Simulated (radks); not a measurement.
Values are calculated unless marked as measured or tabulated.
The caesium anion Cs-, [Xe] 6s2, held by a Watson sphere: a shell of charge +1 at radius R that stands for the Madelung well of a crystal (potential energy -1/R inside, -1/r outside, in hartree with lengths in bohr). Level of theory: scalar-relativistic Kohn-Sham, PBEsol, spin-unpolarised, spherical densities, point nucleus (a radial shooting solver on a logarithmic mesh with Libxc functionals). Response by self-consistent Sternheimer equations with the Hartree and adiabatic LDA kernel, the relativistic mass of each level held fixed and spin-orbit coupling left out. The sphere does not respond.

R (bohr)  e(5s) (eV)  e(5p) (eV)  e(6s) (eV)  <r> 6s (bohr)  sum of <r^2> (bohr^2)  X-ray form factor at sin(theta)/lambda = 0.1 1/angstrom  alpha (bohr^3)
3.06         -28.744     -15.565      -3.164          4.912                  106.0                                                   50.781           265.7
3.1          -28.671     -15.495      -3.163          4.916                  106.1                                                   50.778           266.4
3.85         -27.595     -14.431      -3.086          5.066                  109.8                                                   50.713           293.2
4.2          -27.251     -14.079      -3.026          5.165                  112.0                                                   50.687           314.0
4.97         -26.726     -13.535      -2.861          5.410                  117.7                                                   50.638           374.6
5.41         -26.522     -13.323      -2.758          5.557                  121.2                                                   50.617           416.5
